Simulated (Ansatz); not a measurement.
Input file for C8H18N2 (`CCCC/N=N/CCCC`):

```yaml
crystal:
  periodic: [false, false, false]
  atoms:
    - {symbol: C, position_ang: [-2.061406, -3.351246, 0.205771]}
    - {symbol: C, position_ang: [-1.846670, -1.909570, -0.219527]}
    - {symbol: C, position_ang: [-2.881130, -0.966362, 0.372508]}
    - {symbol: C, position_ang: [-2.707327, 0.477890, -0.070184]}
    - {symbol: N, position_ang: [-1.479382, 1.026345, 0.484945]}
    - {symbol: N, position_ang: [-0.702627, 1.455666, -0.362567]}
    - {symbol: C, position_ang: [0.534221, 1.977322, 0.198005]}
    - {symbol: C, position_ang: [1.710352, 1.152965, -0.297369]}
    - {symbol: C, position_ang: [3.048311, 1.723606, 0.141957]}
    - {symbol: C, position_ang: [4.225052, 0.889878, -0.333863]}
    - {symbol: H, position_ang: [-3.044948, -3.713493, -0.107134]}
    - {symbol: H, position_ang: [-2.004921, -3.453183, 1.293213]}
    - {symbol: H, position_ang: [-1.310040, -4.014158, -0.229084]}
    - {symbol: H, position_ang: [-0.845248, -1.582722, 0.078066]}
    - {symbol: H, position_ang: [-1.875723, -1.835239, -1.312717]}
    - {symbol: H, position_ang: [-3.885663, -1.294912, 0.084578]}
    - {symbol: H, position_ang: [-2.838886, -1.009591, 1.466325]}
    - {symbol: H, position_ang: [-2.706936, 0.569723, -1.162628]}
    - {symbol: H, position_ang: [-3.523341, 1.083252, 0.338638]}
    - {symbol: H, position_ang: [0.633202, 3.005929, -0.166936]}
    - {symbol: H, position_ang: [0.484941, 1.988952, 1.292713]}
    - {symbol: H, position_ang: [1.668564, 1.092623, -1.390079]}
    - {symbol: H, position_ang: [1.605750, 0.127104, 0.074256]}
    - {symbol: H, position_ang: [3.145036, 2.747844, -0.236073]}
    - {symbol: H, position_ang: [3.069487, 1.800559, 1.234912]}
    - {symbol: H, position_ang: [4.244142, 0.822686, -1.425104]}
    - {symbol: H, position_ang: [5.176450, 1.317759, -0.010148]}
    - {symbol: H, position_ang: [4.168729, -0.129619, 0.057513]}
basis:
  gaussian: {orbitals: def2-TZVPP}
correlation: {method: ccsd_t}
output: {orbitals: {seedname: orbitals}}
```

```sh
$ ansatz run in.yaml --threads 4 --pin off --events-out ev --progress --plain --max-ram 41984MiB --backend cuda --devices 0, --max-vram 37GiB
```

The program prints (abridged):

```
Functional definition: HF
3283 factors; integrals over basis functions are off by at most 1.1e-3 eV
mean field evaluation 1: about -11487.1829 eV, gradient 5.1e1 eV
mean field evaluation 2: about -11487.6937 eV, gradient 5.1e1 eV
mean field evaluation 4: about -11495.0826 eV, gradient 5.9e0 eV
mean field evaluation 8: about -11495.2061 eV, gradient 3.9e-1 eV
mean field -11495.20673607 eV, -422.4410558196 hartree, gradient 4.4e-6 eV, S^2 0.000000; 0 other end points of the search recorded, 0 dependent functions left out; unrestricted orbitals would lower it
10 core orbitals not correlated: weight in the atoms' cores, before any rotation towards them, 1.000 or more for the frozen orbitals, at most 0.000 for the correlated occupied ones
reference -11495.20673607 eV, -422.4410558196 hartree; 30, 30 occupied and 522, 522 virtual orbitals, 3283 factors
second order -48.85742916 eV of doubles, -0.00000000 eV of singles
cycle   1  -49.91558200 eV  change    -1.1e0 eV  update   1.4e-1
cycle   2  -51.14466635 eV  change    -1.2e0 eV  update   4.1e-2
cycle   3  -51.36136084 eV  change   -2.2e-1 eV  update   1.8e-2
cycle   4  -51.35529486 eV  change    6.1e-3 eV  update   4.6e-3
cycle   5  -51.35634484 eV  change   -1.0e-3 eV  update   2.2e-3
cycle   6  -51.35682129 eV  change   -4.8e-4 eV  update   6.0e-4
cycle   7  -51.35656013 eV  change    2.6e-4 eV  update   2.6e-4
cycle   8  -51.35651575 eV  change    4.4e-5 eV  update   9.4e-5
cycle   9  -51.35650133 eV  change    1.4e-5 eV  update   3.7e-5
perturbative correction -2.16381502 eV, -0.0795187354 hartree
Total energy: -11548.72705242 eV, -424.4078911683 hartree
```

Hardware: 4 threads of an AMD EPYC 7R13 on a shared host and a share of an NVIDIA H100 80 GB. Wall time 4.4 min, peak host memory 2.9 GiB.

The correlation energy is -53.520 eV, 4.0 % of it from (T); the T1 diagnostic reads 0.0101.
